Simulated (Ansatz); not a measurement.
Consider the redistribution: `FC([SiH3])[SiH2]Cl` + `N[SiH2][Al]([OH])[Cl]` → `[OH][Al]([Cl])[SiH2]Cl` + `N[SiH2]C(F)[SiH3]`.

Program: Ansatz. Geometries: PBE0-D4/def2-TZVP. ΔE: electronic, gas phase. CBS: MP2 limit from def2 TZ/QZ plus the TZ coupled-cluster correction, frozen cores. Functionals use def2-TZVPP. Each species was taken in one conformer, which may not be the lowest.

```csv
level,ΔE (kJ/mol)
B2PLYP,-10.7
SCS-MP2/def2-TZVPP,-11.2
CCSD(T)/def2-TZVPP,-11.0
MP2/def2-QZVPP,-11.5
```

(1) What does CCSD(T)/CBS give? (Estimate.)

Largest T1 diagnostic among the species: 0.012.

Results:

(1) Ansatz gave: -11.5 kJ/mol. The listed levels differ from it by 0.8, 0.3, 0.5, 0.0 kJ/mol.
